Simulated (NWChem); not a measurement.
System: C3H3FO; SMILES C1C(F)=CO1

The following NWChem deck was run.

```
start job
memory heap 200 mb stack 900 mb global 1100 mb
geometry units angstroms noautosym nocenter noautoz
  F     -0.000436    -1.856721     0.000000
  C      0.052570    -0.526424     0.000000
  C      0.997580     0.415528     0.000000
  O      0.114118     1.512197     0.000000
  C     -1.001258     0.549799     0.000000
  H      2.070979     0.545950     0.000000
  H     -1.609165     0.664066     0.901777
  H     -1.609165     0.664066    -0.901777
end
basis spherical
  * library 6-31g*
end
dft
  xc m05-2x
  iterations 150
end
cosmo
  dielec 3.9
end
task dft energy
```

NWChem printed, in part:

```
             Northwest Computational Chemistry Package (NWChem) 7.3.0
             --------------------------------------------------------

                             Geometry "geometry" -> ""
                             -------------------------

 Output coordinates in angstroms (scale by  1.889725989 to convert to a.u.)

  No.       Tag          Charge          X              Y              Z
 ---- ---------------- ---------- -------------- -------------- --------------
    1 F                    9.0000    -0.00043600    -1.85672100     0.00000000
    2 C                    6.0000     0.05257000    -0.52642400     0.00000000
    3 C                    6.0000     0.99758000     0.41552800     0.00000000
    4 O                    8.0000     0.11411800     1.51219700     0.00000000
    5 C                    6.0000    -1.00125800     0.54979900     0.00000000
    6 H                    1.0000     2.07097900     0.54595000     0.00000000
    7 H                    1.0000    -1.60916500     0.66406600     0.90177700
    8 H                    1.0000    -1.60916500     0.66406600    -0.90177700

 Effective nuclear repulsion energy (a.u.)     166.7664158692

                                 NWChem DFT Module
                                 -----------------

 Summary of "ao basis" -> "ao basis" (spherical)
 ------------------------------------------------------------------------------
       Tag                 Description            Shells   Functions and Types
 ---------------- ------------------------------  ------  ---------------------
 F                           6-31g*                  6       14   3s2p1d
 C                           6-31g*                  6       14   3s2p1d
 O                           6-31g*                  6       14   3s2p1d
 H                           6-31g*                  2        2   2s

 in cosmo_initialize ...

 solvent parameters
 solvname_short: unkn
 solvname_long:  unknown
 dielec:        3.9000

          ---------------
          -cosmo- solvent
          ---------------
 Cosmo: York-Karplus, doi: 10.1021/jp992097l
 dielectric constant -eps-     =   3.90
 screen = (eps-1)/(eps    )    =   0.74359
 surface charge correction     = lagrangian

   van der Waals surface
 --------------------------

[...]

                                   COSMO solvation results
                                   -----------------------

                 gas phase energy =      -291.047397950807
                 sol phase energy =      -291.052490830656
 (electrostatic) solvation energy =         0.005092879849 (    3.20 kcal/mol)

                       DFT Final Molecular Orbital Analysis
                       ------------------------------------

 Vector   17  Occ=2.000000D+00  E=-4.220605D-01
              MO Center= -1.9D-01,  1.1D-02,  2.2D-10, r^2= 2.5D+00
   Bfn.  Coefficient  Atom+Function         Bfn.  Coefficient  Atom+Function
  ----- ------------  ---------------      ----- ------------  ---------------
    17      0.320676  2 C  px                 3     -0.283873  1 F  px
    60      0.264481  5 C  py                59     -0.245979  5 C  px
    31     -0.236007  3 C  px                 7     -0.207021  1 F  px
    46     -0.198262  4 O  py                63     -0.162655  5 C  px
    62     -0.150480  5 C  s                 50     -0.148014  4 O  py

 Vector   18  Occ=2.000000D+00  E=-4.107013D-01
              MO Center= -3.0D-01,  9.4D-01,  5.6D-11, r^2= 2.0D+00
   Bfn.  Coefficient  Atom+Function         Bfn.  Coefficient  Atom+Function
  ----- ------------  ---------------      ----- ------------  ---------------
    47      0.434260  4 O  pz                51      0.317781  4 O  pz
    61     -0.284169  5 C  pz                33      0.239174  3 C  pz
    73     -0.175793  7 H  s                 75      0.175793  8 H  s
    37      0.172647  3 C  pz                74     -0.167128  7 H  s
    76      0.167128  8 H  s                 65     -0.106939  5 C  pz

 Vector   19  Occ=2.000000D+00  E=-2.863106D-01
              MO Center=  3.3D-01,  1.7D-01,  1.5D-10, r^2= 2.0D+00
   Bfn.  Coefficient  Atom+Function         Bfn.  Coefficient  Atom+Function
  ----- ------------  ---------------      ----- ------------  ---------------
    19      0.393800  2 C  pz                47     -0.366208  4 O  pz
    33      0.325042  3 C  pz                51     -0.315686  4 O  pz
    23      0.266125  2 C  pz                37      0.241040  3 C  pz
     5     -0.221573  1 F  pz                 9     -0.188936  1 F  pz
    74     -0.044618  7 H  s                 76      0.044618  8 H  s

 Vector   20  Occ=0.000000D+00  E= 7.545457D-02
              MO Center=  3.5D-01,  7.1D-02,  4.4D-11, r^2= 2.4D+00
   Bfn.  Coefficient  Atom+Function         Bfn.  Coefficient  Atom+Function
  ----- ------------  ---------------      ----- ------------  ---------------
    37      0.623124  3 C  pz                23     -0.519412  2 C  pz
    19     -0.437757  2 C  pz                33      0.423268  3 C  pz
    74      0.376200  7 H  s                 76     -0.376200  8 H  s
    65     -0.254110  5 C  pz                 9      0.165679  1 F  pz
     5      0.162970  1 F  pz                51     -0.162384  4 O  pz

 Vector   21  Occ=0.000000D+00  E= 1.260015D-01
              MO Center= -2.6D-01,  4.6D-01, -1.8D-10, r^2= 2.9D+00
   Bfn.  Coefficient  Atom+Function         Bfn.  Coefficient  Atom+Function
  ----- ------------  ---------------      ----- ------------  ---------------
    20      0.893390  2 C  s                 48     -0.868789  4 O  s
    64      0.790024  5 C  py                22      0.680854  2 C  py
    36      0.661842  3 C  py                50      0.402827  4 O  py
    34     -0.382175  3 C  s                 62     -0.271309  5 C  s
    46      0.263481  4 O  py                 6      0.261335  1 F  s

[...]
```

Level: M05-2X/6-31G* (spherical d), COSMO on the gas-phase geometry. All runs use the structure optimised with B3LYP/6-31G* (spherical d). COSMO prints the solvation energy as gas minus solution, so a positive value is a stabilisation.
